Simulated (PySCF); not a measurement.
Compound: C8H5O2 (charge -1).
Numbering: `[O:1]=[C:2]([O-:3])[c:4]1[cH:5][cH:6][c:7]2[c:8]([cH:9]1)[CH2:10]2`

NICS is the negative of the GIAO shielding at a point without a nucleus: at the ring centre (0) and 1 Å above and below it (1); zz is the component along the ring normal. Level: GIAO PBE0/pcSseg-1 (PySCF, non-relativistic, gas phase) on the GFN2-xTB geometry, one conformer.

Rings: 1. C4–C5–C6–C7–C8–C9; 2. C7–C8–C10.

```json
{"set": "P", "NICS(0)": "-22.9", "NICS(1), two faces": "-7.4 / -7.4", "NICS(1)zz, two faces": "-14.6 / -14.6"}
{"set": "Q", "NICS(0)": "-8.4", "NICS(1), two faces": "-11.9 / -11.9", "NICS(1)zz, two faces": "-27.2 / -27.2"}
```

Which set (ppm) belongs to which ring?

P = 2, Q = 1.
- 1 (6-membered carbocycle; formal bonds all aromatic): mean NICS(1)zz -27.2 ppm, shielded. For a flat ring without four-coordinate atoms the NICS criterion counts such a value as aromatic, though in fused rings the probe also feels the neighbouring ring.
- 2 (3-membered carbocycle; formal bonds 1 aromatic, 2 single): mean NICS(1)zz -14.6 ppm, shielded. C10 has four or more neighbours, and the NICS criterion for π rings isn't applied.

How do the rings differ in shape?

```
ring                          bond lengths (Å)  rms pucker (Å)  HOMA  nearest outside atom to a NICS(1) probe (Å)
   1  1.387, 1.409, 1.358, 1.377, 1.356, 1.411            0.00  0.87                                hydrogen 2.62
   2                       1.377, 1.494, 1.491            0.00     –                                hydrogen 1.49
```

HOMA = 1 − mean of α(R − Ropt)² over the ring bonds, with Krygowski's 1993 parameters (CC: Ropt 1.388 Å, α 257.7 Å⁻²). A dash marks a ring with a four-coordinate atom, a triple bond, no multiple bond or a kind of bond without parameters.

Shape of the structure used: `[O:1]=[C:2]([O-:3])[c:4]1[cH:5][cH:6][c:7]2[c:8]([cH:9]1)[CH2:10]2`: O1–C2–C4–C5 0°.
